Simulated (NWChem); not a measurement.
All runs are NWChem calculations. System: dimethyl telluride (C$_{2}$H$_{6}$Te), charge 0, spin multiplicity 1, at a geometry optimised with PBE0/def2-SVP with def2 effective core potentials on Te. Level: G0W0@PBE/def2-TZVP with def2 effective core potentials on Te, RI basis def2-tzvp-rifit, no spin-orbit coupling.

NWChem printed:

```
             Northwest Computational Chemistry Package (NWChem) 7.3.0
             --------------------------------------------------------

                                NWChem Input Module
                                -------------------

 Scaling coordinates for geometry "geometry" by  1.889725989
 (inverse scale =  0.529177249)

 Turning off AUTOSYM since
 SYMMETRY directive was detected!

                             Geometry "geometry" -> ""
                             -------------------------

 Output coordinates in angstroms (scale by  1.889725989 to convert to a.u.)

  No.       Tag          Charge          X              Y              Z
 ---- ---------------- ---------- -------------- -------------- --------------
    1 C                    6.0000    -1.57978300     0.00000000    -1.06637300
    2 Te                  52.0000     0.00000000     0.00000000     0.39588500
    3 C                    6.0000     1.57978300     0.00000000    -1.06637300
    4 H                    1.0000    -1.51749800    -0.90252400    -1.68794000
    5 H                    1.0000    -2.53207300     0.00000000    -0.51890600
    6 H                    1.0000    -1.51749800     0.90252400    -1.68794000
    7 H                    1.0000     1.51749800    -0.90252400    -1.68794000
    8 H                    1.0000     2.53207300     0.00000000    -0.51890600
    9 H                    1.0000     1.51749800     0.90252400    -1.68794000

 Effective nuclear repulsion energy (a.u.)     245.9262008817

            Nuclear Dipole moment (a.u.)
            ----------------------------
        X                 Y               Z
 ---------------- ---------------- ----------------
    -0.0000000000     0.0000000000    -0.0000529123

      Symmetry information
      --------------------

 Group name             C2v
 Group number             16
 Group order               4
 No. of unique centers     4

      Symmetry unique atoms

     1    2    4    5


 Summary of "ao basis" -> "" (spherical)
 ------------------------------------------------------------------------------
       Tag                 Description            Shells   Functions and Types
 ---------------- ------------------------------  ------  ---------------------
 *                         def2-tzvp                  on all atoms

 Summary of "ri basis" -> "" (spherical)
 ------------------------------------------------------------------------------
       Tag                 Description            Shells   Functions and Types
 ---------------- ------------------------------  ------  ---------------------
 *                      def2-tzvp-rifit               on all atoms

  pbe96 is a nonlocal functional; adding pw91lda local functional.

                                 NWChem DFT Module
                                 -----------------

 Summary of "ao basis" -> "ao basis" (spherical)
 ------------------------------------------------------------------------------
       Tag                 Description            Shells   Functions and Types
 ---------------- ------------------------------  ------  ---------------------
 C                         def2-tzvp                11       31   5s3p2d1f
 Te                        def2-tzvp                16       50   6s5p3d2f
 H                         def2-tzvp                 4        6   3s1p

 Summary of "ao basis" -> "ao basis" (spherical)
 ------------------------------------------------------------------------------
       Tag                 Description            Shells   Functions and Types
 ---------------- ------------------------------  ------  ---------------------
 C                         def2-tzvp                11       31   5s3p2d1f
 Te                        def2-tzvp                16       50   6s5p3d2f
 H                         def2-tzvp                 4        6   3s1p

      Symmetry analysis of basis
      --------------------------

        a1         53
        a2         22
        b1         44
        b2         29

            General Information
            -------------------
          SCF calculation type: DFT
          Wavefunction type:  closed shell.
          No. of atoms     :     9
          No. of electrons :    42
[...]
    44     -0.246562  2 Te px                 6      0.211330  1 C  px
    87      0.211330  3 C  px                 9      0.179785  1 C  px
    90      0.179785  3 C  px                12      0.107382  1 C  px
    93      0.107382  3 C  px               120     -0.107453  5 H  s

 Vector   20  Occ=2.000000D+00  E=-2.631176D-01  Symmetry=a1
              MO Center= -3.4D-14, -3.2D-15,  2.1D-02, r^2= 3.4D+00
   Bfn.  Coefficient  Atom+Function         Bfn.  Coefficient  Atom+Function
  ----- ------------  ---------------      ----- ------------  ---------------
    49     -0.337101  2 Te pz                43      0.331723  2 Te pz
    37     -0.289624  2 Te s                 46     -0.281165  2 Te pz
    36     -0.225753  2 Te s                 33     -0.197019  2 Te s
    34      0.171005  2 Te s                  8      0.157690  1 C  pz
    89      0.157690  3 C  pz                52     -0.155350  2 Te pz

 Vector   21  Occ=2.000000D+00  E=-1.703759D-01  Symmetry=b2
              MO Center= -5.3D-16,  6.6D-15,  3.0D-01, r^2= 2.8D+00
   Bfn.  Coefficient  Atom+Function         Bfn.  Coefficient  Atom+Function
  ----- ------------  ---------------      ----- ------------  ---------------
    48      0.508696  2 Te py                42     -0.423053  2 Te py
    45      0.356117  2 Te py                51      0.336488  2 Te py
   115      0.087644  4 H  s                127     -0.087644  6 H  s
   133      0.087644  7 H  s                145     -0.087644  9 H  s
    39     -0.067982  2 Te py               114      0.059636  4 H  s

 Vector   22  Occ=0.000000D+00  E=-4.624144D-02  Symmetry=b1
              MO Center= -9.8D-14,  1.9D-15,  2.2D-01, r^2= 5.0D+00
   Bfn.  Coefficient  Atom+Function         Bfn.  Coefficient  Atom+Function
  ----- ------------  ---------------      ----- ------------  ---------------
     5      0.977618  1 C  s                 86     -0.977618  3 C  s
    50      0.849221  2 Te px                47      0.498681  2 Te px
    41     -0.272529  2 Te px                14      0.244074  1 C  pz
    95     -0.244074  3 C  pz               115     -0.231409  4 H  s
   127     -0.231409  6 H  s                133      0.231409  7 H  s

 Vector   23  Occ=0.000000D+00  E=-1.165274D-02  Symmetry=a1
              MO Center=  3.4D-16, -4.4D-15, -1.3D-01, r^2= 6.0D+00
   Bfn.  Coefficient  Atom+Function         Bfn.  Coefficient  Atom+Function
  ----- ------------  ---------------      ----- ------------  ---------------
     5      1.199012  1 C  s                 86      1.199012  3 C  s
    37     -1.155555  2 Te s                 52      0.843851  2 Te pz
    49      0.454041  2 Te pz                12      0.355629  1 C  px
    93     -0.355629  3 C  px               115     -0.348285  4 H  s
   127     -0.348285  6 H  s                133     -0.348285  7 H  s

 Vector   24  Occ=0.000000D+00  E= 2.003720D-02  Symmetry=a1
              MO Center=  3.9D-14,  1.3D-15, -1.0D+00, r^2= 8.3D+00
   Bfn.  Coefficient  Atom+Function         Bfn.  Coefficient  Atom+Function
  ----- ------------  ---------------      ----- ------------  ---------------
     5      2.127735  1 C  s                 86      2.127735  3 C  s
   115     -1.144991  4 H  s                127     -1.144991  6 H  s
   133     -1.144991  7 H  s                145     -1.144991  9 H  s
   121     -1.081335  5 H  s                139     -1.081335  8 H  s
    52     -0.547174  2 Te pz                12     -0.516610  1 C  px

 center of mass
 --------------
 x =   0.00000000 y =   0.00000000 z =   0.21247427

 moments of inertia (a.u.)
 ------------------
         217.625300972806           0.000000000000           0.000000000000
           0.000000000000         499.096069368284           0.000000000000
           0.000000000000           0.000000000000         304.923331046884

     Multipole analysis of the density
     ---------------------------------

     L   x y z        total         alpha         beta         nuclear
     -   - - -        -----         -----         ----         -------
     0   0 0 0      0.000000    -21.000000    -21.000000     42.000000

     1   1 0 0     -0.000000     -0.000000     -0.000000     -0.000000
     1   0 1 0      0.000000      0.000000      0.000000      0.000000
     1   0 0 1     -0.491972     10.227639     10.227639    -20.947250

     2   2 0 0    -27.972267   -106.802666   -106.802666    185.633065
     2   1 1 0      0.000000      0.000000      0.000000      0.000000
     2   1 0 1     -0.000000     -0.000000     -0.000000      0.000000
     2   0 2 0    -32.441249    -22.038242    -22.038242     11.635236
     2   0 1 1      0.000000      0.000000      0.000000      0.000000
     2   0 0 2    -29.872237    -67.327752    -67.327752    104.783267

 Task  times  cpu:       18.1s     wall:       18.1s

                                NWChem Input Module
                                -------------------

                                 NWChem GW Module
                                 ----------------

                             ***********************
                             ***        GW       ***
                             ***********************

 Summary of "ri basis" -> "ri basis" (spherical)
 ------------------------------------------------------------------------------
       Tag                 Description            Shells   Functions and Types
 ---------------- ------------------------------  ------  ---------------------
 C                      def2-tzvp-rifit             22       76   8s6p4d3f1g
 Te                     def2-tzvp-rifit             38      184   9s8p8d6f4g3h
 H                      def2-tzvp-rifit              7       15   4s2p1d

                 Memory Information
                 ------------------
          Available GA per process is          1699.8 MBs
          Available stack per process is        700.0 MBs
          Available heap per process is           0.1 MBs

          Peak memory in Initialization
              Peak GA per process is                 12.6 MBs
              Peak stack per process is               0.2 MBs
              Peak heap per process is               13.2 MBs
              Memory not in MA per process            0.0 MBs

          Peak memory in AFF Calculation
              Peak GA per process is                 73.9 MBs
              Peak stack per process is              54.3 MBs
              Peak heap per process is                0.0 MBs
              Memory not in MA per process           54.3 MBs

          Computing 2-center integrals
          Computing Inverse Cholesky factor
          Computing 3-center integrals
          Computing V_xc ...

 Grid integrated density:      41.999948686052
 Requested integration accuracy:   0.10E-05
          Computing Sigma_x
          Computing RPA polarizability
          Solving quasiparticle equations

                  Alpha Orbitals
          State     Energy (eV)     Error (eV)
          -----------------------------------
@GW        18        -13.271           0.003
@GW        19        -10.761           0.004
@GW        20         -9.888           0.002
@GW        21         -7.367           0.002
@GW        22          1.279           0.002
@GW        23          2.224           0.002

   Applying  -2.7312 eV scissor-shift to rest of particle states

   Applying   2.5373 eV scissor-shift to rest of hole states

     GW Timing Statistics
   ------------------------
   Init.   :          0.2s
     ERIs  :          2.8s
     Distr.:          0.1s
     Vxc   :          0.7s
   Sigma_x :          0.0s
   RPA     :          9.5s
   Wmn     :          0.1s
   Sigma_c :          0.1s
   GW total:         13.5s

 Task  times  cpu:       13.5s     wall:       13.5s

 Total times  cpu:       31.6s     wall:       31.6s
```

Task: Write an NWChem input that would produce this output.

Result: Several could match; the one computed here: 
```
start mol
memory heap 200 mb stack 700 mb global 1700 mb
geometry units angstroms nocenter noautoz
  C     -1.579783     0.000000    -1.066373
  Te     0.000000     0.000000     0.395885
  C      1.579783     0.000000    -1.066373
  H     -1.517498    -0.902524    -1.687940
  H     -2.532073     0.000000    -0.518906
  H     -1.517498     0.902524    -1.687940
  H      1.517498    -0.902524    -1.687940
  H      2.532073     0.000000    -0.518906
  H      1.517498     0.902524    -1.687940
  symmetry group C2v
end
basis spherical
  * library def2-tzvp
end
ecp
  Te library def2-ecp
end
basis "ri basis" bse spherical
  * library def2-tzvp-rifit
end
dft
  xc xpbe96 cpbe96
  iterations 100
  direct
  tolerances tight
end
task dft energy
gw
  states alpha occ 4 vir 2
end
task dft gw
```
